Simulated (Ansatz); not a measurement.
Geometry optimisation, RKS B3LYP-D4/def2-mTZVP (Ansatz).

Input file:

```yaml
crystal:
  periodic: [false, false, false]
  atoms:
    - { symbol: Li, position_ang: [-2.33899, -2.52559, -0.0936] }
    - { symbol: C, position_ang: [-1.0848, -1.17467, -0.04655] }
    - { symbol: C, position_ang: [-0.26263, -0.28405, -0.01485] }
    - { symbol: C, position_ang: [0.72869, 0.78795, 0.03022] }
    - { symbol: H, position_ang: [0.0009, 0.03151, -1.02434] }
    - { symbol: H, position_ang: [1.2248, 0.80441, 1.00185] }
    - { symbol: H, position_ang: [0.24982, 1.75442, -0.13367] }
basis:
  gaussian: { orbitals: def2-mTZVP }
hamiltonian:
  xc: b3lyp
  dispersion: d4
relax:
  f_tol: 0.02
  max_steps: 50
output:
  orbitals: {}
```

Command:

```bash
$ ansatz run input.yaml --threads 2 --pin off --max-ram 3072MiB --backend cpu --events-out ev --progress --plain --runs-dir out
```

Task: Where does it end, and by what steps?

Result: The run converged. After 10 steps the energy has fallen by 4.182 eV; H5 moved furthest, 1.26 Å. Parted: C3–H5 (1.09 → 2.12 Å). Joined: C4–H5 (1.49 → 1.09 Å).

```tsv
step	energy less start (eV)	largest force component (eV/Å)	accepted
0	0.0000	3.361	yes
1	-0.6326	1.358	yes
2	-0.9820	1.915	yes
3	-1.4988	2.962	yes
4	-2.5102	3.111	yes
5	-3.5151	1.887	yes
6	-3.9373	0.895	yes
7	-4.1315	0.267	yes
8	-4.1788	0.119	yes
9	-4.1807	0.202	yes
10	-4.1815	0.014	yes
```

```xyz
7
Properties=species:S:1:pos:R:3
Li -2.597 -2.638 0.091
C -1.313 -1.260 0.026
C -0.477 -0.368 -0.024
C 0.520 0.695 -0.081
H 1.094 0.658 -1.012
H 1.234 0.623 0.744
H 0.057 1.684 -0.025
```

Whether the end is a true minimum wasn't checked by a vibrational analysis.

Time of the run: 8.5 s on 2 threads of Intel(R) Xeon(R) 6975P-C (Granite Rapids) (shared host), peak memory 0.15 GiB.
